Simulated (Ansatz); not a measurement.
Start from `[F][Zr]([F])([F])[Br]` and change one atom or group to get `[F][Zr]([F])([Br])[Br]`.

Ansatz, PBE0-D4/def2-TZVP geometries, multiplicity 1. 

Elements past krypton have def2 core potentials. Scalar relativity is left out up to krypton.

| property | `[F][Zr]([F])([F])[Br]` |
| --- | --- |
| HOMO–LUMO gap (B3LYP/def2-TZVPP) / eV | 6.91 |
| HOMO–LUMO gap (PBE0/def2-TZVPP) / eV | 7.42 |
| zero-point energy (PBE0-D4/def2-TZVP) / kJ/mol | 18.5 |
| LUMO energy (B3LYP/def2-TZVPP) / eV | -2.07 |
| LUMO energy (ωB97M-V/def2-TZVPP) / eV | 0.30 |
| HOMO–LUMO gap (PBE/def2-TZVPP) / eV | 5.27 |

Task: What does the change do to each property? (Best estimate.)

Result: Computed: 
```
                                      property  `[F][Zr]([F])([Br])[Br]`  shift
         HOMO–LUMO gap (B3LYP/def2-TZVPP) / eV                      6.18  -0.73
          HOMO–LUMO gap (PBE0/def2-TZVPP) / eV                      6.65  -0.77
zero-point energy (PBE0-D4/def2-TZVP) / kJ/mol                      15.5   -3.0
           LUMO energy (B3LYP/def2-TZVPP) / eV                     -2.58  -0.51
         LUMO energy (ωB97M-V/def2-TZVPP) / eV                     -0.33  -0.63
           HOMO–LUMO gap (PBE/def2-TZVPP) / eV                      4.63  -0.64
```

With PBE0 the HOMO rises by 0.21 eV and the LUMO falls by 0.56 eV, so the gap narrows by about 0.77 eV. PBE moves the HOMO by 0.17 eV and ωB97M-V by 0.26 eV.

B3LYP here is the variant with VWN-RPA as its local correlation; programs differ in this.

Spin–orbit coupling is left out; it splits and shifts lone-pair levels of the heavy atoms by tenths of an eV.
